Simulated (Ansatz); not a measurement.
```xyz
13

C    -1.681    0.210    0.028
C    -0.585   -0.646    0.614
F    -0.969   -1.995    0.539
Si    1.088   -0.484   -0.270
N     1.635    1.145   -0.229
H    -1.832   -0.012   -1.031
H    -1.418    1.267    0.128
H    -2.626    0.045    0.551
H    -0.464   -0.414    1.680
H     2.104   -1.304    0.438
H     0.880   -1.003   -1.652
H     2.567    1.357    0.084
H     1.301    1.834   -0.881
```

Total charge 0; spin multiplicity 1.

Task: List the PBE/def2-TZVPP orbital energies in eV (the Gaussian-basis code of Ansatz). (Estimate.)

Result: Ansatz gave: Occupied: -1779.50, -659.34, -380.10, -270.44, -268.85, -137.23, -93.98, -93.95, -93.93, -29.33, -21.17, -18.74, -15.26, -13.14, -12.29, -12.02, -10.92, -10.79, -9.70, -9.42, -9.11, -8.18, -7.66, -6.99, -5.91. Lowest empty: -0.50, 0.36, 1.04, 1.10, 1.41, 1.63, 1.75, 2.25.
